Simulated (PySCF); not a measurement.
Geometries of 2 isomers of C6H8O2, from PySCF 2.14.0, PBE0-D3(BJ)/def2-SVP geometry optimisation, gas phase. One conformer each, no zero-point energy, no frequencies.

Question: Which is lower in electronic energy at this level?
A.
```xyz
16
angstrom
C     -2.090   -1.191    0.527
O     -1.810    0.169    0.674
C     -1.077    0.717   -0.386
C      0.315    0.176   -0.485
C      1.285    0.119    0.572
C      2.395   -0.456    0.033
O      2.188   -0.756   -1.266
C      0.930   -0.379   -1.570
H     -2.698   -1.499    1.388
H     -2.664   -1.394   -0.400
H     -1.173   -1.808    0.501
H     -1.600    0.568   -1.352
H     -1.046    1.801   -0.195
H      1.152    0.458    1.597
H      3.373   -0.709    0.433
H      0.605   -0.560   -2.592
```
B.
```xyz
16
angstrom
C      2.532   -0.379   -0.524
O      1.320   -0.781   -1.123
C      0.207   -0.580   -0.436
C      0.033   -0.033    0.792
C     -1.396   -0.020    1.116
O     -1.921    0.414    2.114
C     -2.141   -0.671   -0.055
C     -1.071   -1.003   -1.094
H      3.332   -0.609   -1.238
H      2.527    0.703   -0.312
H      2.707   -0.928    0.416
H      0.793    0.357    1.467
H     -2.669   -1.561    0.319
H     -2.912    0.022   -0.422
H     -1.022   -2.072   -1.358
H     -1.195   -0.455   -2.042
```

Answer: B. That is `COC1=CC(=O)CC1`, 20.2 kcal/mol below the other.

| SMILES | atoms numbered as above | E (Eh) | relative (kcal/mol) | relative (kJ/mol) | dipole (D) |
| --- | --- | --- | --- | --- | --- |
| COC1=CC(=O)CC1 | [CH3:1][O:2][C:3]1=[CH:4][C:5](=[O:6])[CH2:7][CH2:8]1 | -383.18172 | 0.0 | 0.0 | 4.22 |
| COCc1ccoc1 | [CH3:1][O:2][CH2:3][c:4]1[cH:5][cH:6][o:7][cH:8]1 | -383.14961 | 20.2 | 84.3 | 0.71 |

As drawn, the lower has a C=O bond and a C=C bond outside aromatic rings, which the higher lacks; the higher has an aromatic ring, which the lower lacks.
